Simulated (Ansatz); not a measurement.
Gas-phase electronic energies from Ansatz, PBE0-D4/def2-TZVP geometries. CCSD(T)/CBS adds triple-zeta CCSD(T) − MP2 to the extrapolated MP2 energy (def2 sets, frozen cores). This one scheme is used for every species. DFT in def2-TZVPP. def2 core potentials past Kr. For Hf outer-core shells are correlated without core-valence functions, which leaves a few kJ/mol of doubt a bond. Each species was taken in one conformer, which may not be the lowest.

Reaction (ligand exchange at the Hf–S bond): `[SH][Hf]([SH])([SH])[SH]` + H–F → `[F][Hf]([SH])([SH])[SH]` + H₂S

```json
{"level": "ωB97X-V", "ΔE (eV)": "-1.03"}
{"level": "CCSD/def2-SVP", "ΔE (eV)": "-1.13"}
{"level": "MP2/def2-TZVPP", "ΔE (eV)": "-0.75"}
{"level": "SCS-MP2/def2-TZVPP", "ΔE (eV)": "-0.86"}
```

(1) What does CCSD(T)/CBS give? (Best estimate.)

(2) What do rigid-rotor, harmonic-oscillator terms from PBE0-D4/def2-TZVP frequencies (298.15 K, 1 bar) make of the CCSD(T)/CBS value? (Best estimate.)

Largest T1 diagnostic among the species: 0.017.

## Answers

(1) The calculation gave: -0.83 eV. The listed levels differ from it by -0.20, -0.30, 0.08, -0.03 eV.

(2) Computed: ΔZPE = -0.01 eV, ΔH = -0.87 eV, ΔS = -3 J/(mol·K), ΔG = -0.86 eV.

In def2-TZVPP, CCSD(T) changes the Hartree–Fock value by +0.23 eV (the triples alone add +0.06 eV) and MP2 by +0.35 eV. From r2SCAN to r2SCAN0 (25 % exact exchange), in def2-TZVPP and without D4, ΔE moves by +0.06 eV. Leaving LDA and LC-ωPBE aside and taking each functional with its dispersion term where it has one, the values, not all of them listed here, spread over 0.25 eV, from CAM-B3LYP-D4 to PBE-QIDH. LDA lies +0.09 eV from PBE without D4.
